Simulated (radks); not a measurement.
Values are calculated unless marked as measured or tabulated.
Question: Nd3+, configuration [Kr] 4d10 4f4 5s1 5p6 (not the ground configuration). Level of theory: non-relativistic Kohn-Sham, PBE, spin-polarised, spherical densities, point nucleus; open shells are filled with parallel spins first (spin-orbit coupling, left out, can overturn this in heavy ions); relativity is left out, which matters for an element this heavy (a radial shooting solver on a logarithmic mesh with Libxc functionals). Some entries of the table are withheld. Estimate them.

| orbital | occ. | eigenvalue (hartree) | <r> (bohr) |
|---|---|---|---|
| 1s up | 1 | -1512.102 | 0.02530 |
| 1s down | 1 | -1512.099 | 0.02530 |
| 2s up | 1 | -237.7702 | 0.1081 |
| 2s down | 1 | -237.7674 | 0.1081 |
| 2p up | 3 | -225.4053 | 0.09181 |
| 2p down | 3 | -225.4029 | 0.09181 |
| 3s up | 1 | -52.20471 | 0.2816 |
| 3s down | 1 | -52.15008 | 0.2815 |
| 3p up | 3 | -46.80318 | 0.2714 |
| 3p down | 3 | -46.75286 | 0.2712 |
| 3d up | 5 | -36.74203 | 0.2425 |
| 3d down | 5 | -36.70487 | 0.2423 |
| 4s up | 1 | -11.06211 | 0.6399 |
| 4s down | 1 | -10.93919 | 0.6397 |
| 4p up | 3 | -9.01668 | 0.6582 |
| 4p down | 3 | -8.89304 | 0.6578 |
| 4d up | 5 | -5.41196 | 0.7061 |
| 4d down | 5 | -5.28631 | 0.7056 |
| 5s up | 1 | -2.30855 | 1.516 |
| 5s down | 0 | -2.21054 | 1.538 |
| 5p up | 3 | -1.74400 | 1.680 |
| 5p down | 3 | -1.66093 | 1.713 |
| 4f up | 4 | (1) | 0.9647 |
| 4f down | 0 | (2) | 0.9875 |

Answer: 
(1) 4f up eigenvalue (hartree): -1.18760
(2) 4f down eigenvalue (hartree): -1.06515
